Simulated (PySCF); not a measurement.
Species: (MeSi)4O6 adamantane, C₄H₁₂O₆Si₄.
Bonds: Si1–C2, Si1–O3, Si1–O9, Si1–O13, O3–Si4, Si4–C5, Si4–O6, Si4–O14, O6–Si7, Si7–C8, Si7–O9, Si7–O10, O10–Si11, Si11–C12, Si11–O13, Si11–O14. Hydrogens: H15, H16, H17 on C2; H18, H19, H20 on C5; H21, H22, H23 on C8; H24, H25, H26 on C12.

Method: PBE0-D3(BJ)/def2-SVP geometry optimisation, gas phase in PySCF; density fitting, grid level 1; the optimiser is geomeTRIC in internal coordinates, started from a GFN2-xTB structure with every atom displaced at random (about 0.03 Å).

The end geometry, which sets the zero of energy:
```
atom  x, y, z in Å
Si1    -0.0284    1.7098   -0.3891
C2     -0.0568    3.4985   -0.7895
O3     -1.5183    0.9675   -0.5777
Si4    -1.6070   -0.6692   -0.2320
C5     -3.2817   -1.3807   -0.4581
O6     -1.0388   -0.8228    1.3359
Si7     0.4871   -0.2146    1.6629
C8      1.0042   -0.4385    3.4076
O9      0.4341    1.3910    1.1886
O10     1.5056   -0.9670    0.5666
Si11    1.1255   -0.8192   -1.0582
C12     2.3120   -1.6802   -2.1592
O13     1.0279    0.8286   -1.3450
O14    -0.4442   -1.3861   -1.2013
H15     0.9409    3.9377   -0.6445
H16    -0.7704    4.0220   -0.1369
H17    -0.3596    3.6491   -1.8359
H18    -3.5676   -1.3615   -1.5198
H19    -4.0210   -0.8052    0.1176
H20    -3.2973   -2.4230   -0.1075
H21     0.2404   -0.0337    4.0872
H22     1.9534    0.0856    3.5909
H23     1.1433   -1.5066    3.6292
H24     3.3283   -1.2912   -2.0003
H25     2.0361   -1.5247   -3.2123
H26     2.3110   -2.7597   -1.9494
```

**Question.** These geometries come from the run, each turned onto the end geometry. Order them by energy, lowest first.
A.
```
atom  x, y, z in Å
Si1    -0.0311    1.6910   -0.3756
C2     -0.0906    3.4932   -0.7553
O3     -1.5590    0.9470   -0.5689
Si4    -1.5487   -0.6978   -0.2591
C5     -3.2523   -1.3945   -0.4814
O6     -1.0192   -0.8484    1.3087
Si7     0.4994   -0.2300    1.6599
C8      1.0323   -0.4670    3.4039
O9      0.3944    1.3870    1.2126
O10     1.4961   -0.9517    0.5515
Si11    1.1136   -0.8180   -1.0624
C12     2.3320   -1.6287   -2.1600
O13     0.9551    0.8450   -1.3459
O14    -0.4441   -1.3819   -1.2166
H15     0.9200    3.9239   -0.6412
H16    -0.7578    4.0250   -0.0630
H17    -0.4259    3.6706   -1.7876
H18    -3.3605   -1.8684   -1.4669
H19    -3.9839   -0.5757   -0.3850
H20    -3.4841   -2.1163    0.3178
H21     0.5234    0.2723    4.0350
H22     2.1249   -0.4068    3.4993
H23     0.7099   -1.4683    3.7364
H24     3.3011   -1.1114   -2.1145
H25     1.9735   -1.5997   -3.2019
H26     2.4399   -2.6848   -1.8700
```
B.
```
atom  x, y, z in Å
Si1    -0.0435    1.7042   -0.3784
C2     -0.0838    3.4926   -0.7526
O3     -1.5464    0.9549   -0.5585
Si4    -1.5870   -0.6958   -0.2517
C5     -3.2692   -1.3896   -0.4726
O6     -1.0216   -0.8554    1.3192
Si7     0.4934   -0.2284    1.6617
C8      1.0198   -0.4686    3.4015
O9      0.4057    1.3841    1.2049
O10     1.5097   -0.9527    0.5491
Si11    1.1254   -0.8164   -1.0687
C12     2.3371   -1.6300   -2.1721
O13     0.9837    0.8367   -1.3411
O14    -0.4395   -1.3843   -1.2197
H15     0.9227    3.9264   -0.6415
H16    -0.7630    4.0109   -0.0614
H17    -0.4255    3.6610   -1.7842
H18    -3.3801   -1.8634   -1.4606
H19    -4.0017   -0.5729   -0.3847
H20    -3.4874   -2.1316    0.3092
H21     0.5323    0.2773    4.0453
H22     2.1119   -0.3823    3.4976
H23     0.7125   -1.4712    3.7411
H24     3.3110   -1.1215   -2.1132
H25     1.9811   -1.5913   -3.2131
H26     2.4610   -2.6867   -1.8855
```
C.
```
atom  x, y, z in Å
Si1    -0.0334    1.7154   -0.3636
C2     -0.0710    3.5044   -0.7637
O3     -1.5177    0.9636   -0.5640
Si4    -1.6053   -0.6723   -0.2103
C5     -3.2707   -1.3943   -0.4866
O6     -1.0343   -0.8229    1.3529
Si7     0.4993   -0.2202    1.6727
C8      1.0224   -0.4512    3.4141
O9      0.4275    1.3911    1.2095
O10     1.5096   -0.9559    0.5687
Si11    1.1220   -0.8046   -1.0586
C12     2.2976   -1.6595   -2.1756
O13     1.0221    0.8433   -1.3306
O14    -0.4398   -1.3853   -1.1802
H15     0.9291    3.9451   -0.6389
H16    -0.7732    4.0328   -0.1032
H17    -0.3895    3.6472   -1.8067
H18    -3.3731   -1.6673   -1.5479
H19    -4.0636   -0.6795   -0.2250
H20    -3.3997   -2.3022    0.1206
H21     0.3886    0.1447    4.0861
H22     2.0696   -0.1395    3.5400
H23     0.9363   -1.5113    3.6962
H24     3.3042   -1.2248   -2.0959
H25     1.9536   -1.5616   -3.2162
H26     2.3482   -2.7293   -1.9238
```
D.
```
atom  x, y, z in Å
Si1     0.0198    1.5894   -0.3426
C2     -0.0951    3.4771   -0.7563
O3     -1.5511    0.9326   -0.5751
Si4    -1.4547   -0.6648   -0.2400
C5     -3.2616   -1.4178   -0.5070
O6     -1.0148   -0.8159    1.2959
Si7     0.5095   -0.2277    1.6228
C8      1.0540   -0.4521    3.3771
O9      0.4109    1.3747    1.2382
O10     1.4817   -0.9410    0.5802
Si11    1.0838   -0.7848   -1.0073
C12     2.3400   -1.6283   -2.1456
O13     0.9208    0.8647   -1.3353
O14    -0.4648   -1.3397   -1.1617
H15     0.8940    3.8898   -0.6464
H16    -0.7456    4.0516   -0.0581
H17    -0.4111    3.6864   -1.7720
H18    -3.3487   -1.8523   -1.4285
H19    -4.0166   -0.6490   -0.4113
H20    -3.5341   -2.1109    0.2968
H21     0.5058    0.2856    4.0013
H22     2.1007   -0.4502    3.4615
H23     0.7277   -1.4120    3.6800
H24     3.2741   -1.1394   -2.1387
H25     2.0191   -1.6369   -3.1754
H26     2.4152   -2.6232   -1.8824
```
E.
```
atom  x, y, z in Å
Si1    -0.0333    1.7098   -0.3731
C2     -0.0650    3.4965   -0.7845
O3     -1.5209    0.9625   -0.5571
Si4    -1.6044   -0.6759   -0.2077
C5     -3.2771   -1.3767   -0.4793
O6     -1.0304   -0.8229    1.3581
Si7     0.5014   -0.2146    1.6716
C8      1.0217   -0.4394    3.4146
O9      0.4329    1.3953    1.2031
O10     1.5147   -0.9552    0.5700
Si11    1.1242   -0.8158   -1.0564
C12     2.3005   -1.6790   -2.1656
O13     1.0184    0.8301   -1.3353
O14    -0.4401   -1.3943   -1.1740
H15     0.9323    3.9395   -0.6496
H16    -0.7782    4.0257   -0.1364
H17    -0.3712    3.6334   -1.8321
H18    -3.4829   -1.4220   -1.5596
H19    -4.0439   -0.7504   -0.0010
H20    -3.3427   -2.3951   -0.0700
H21     0.2568   -0.0356    4.0936
H22     1.9712    0.0827    3.6026
H23     1.1578   -1.5086    3.6351
H24     3.3206   -1.2913   -2.0347
H25     1.9979   -1.5351   -3.2135
H26     2.2983   -2.7577   -1.9487
```

**Answer.** E (0.004 eV), C (0.013 eV), B (0.054 eV), A (0.226 eV), D (2.508 eV).

In the order of the answer:

```csv
step,E above end (eV),largest force (eV/Å),rms force component (eV/Å),rms distance from end (Å),rms bond change (Å),bond most changed (Å)
11,0.004,0.17,0.038,0.041,0.002,Si7–O10 -0.005
9,0.013,0.23,0.050,0.145,0.002,Si7–O10 -0.007
2,0.054,0.92,0.195,0.251,0.007,Si4–O14 -0.023
1,0.226,2.93,0.566,0.256,0.019,Si4–O14 -0.061
0,2.508,10.34,2.253,0.264,0.066,Si4–O14 -0.163
```

The cost below is that of the whole optimisation. On 2 threads of an AMD EPYC 9R45, shared host, this took 5.5 min wall, 14 min CPU and 2.3 GiB of memory at its peak.
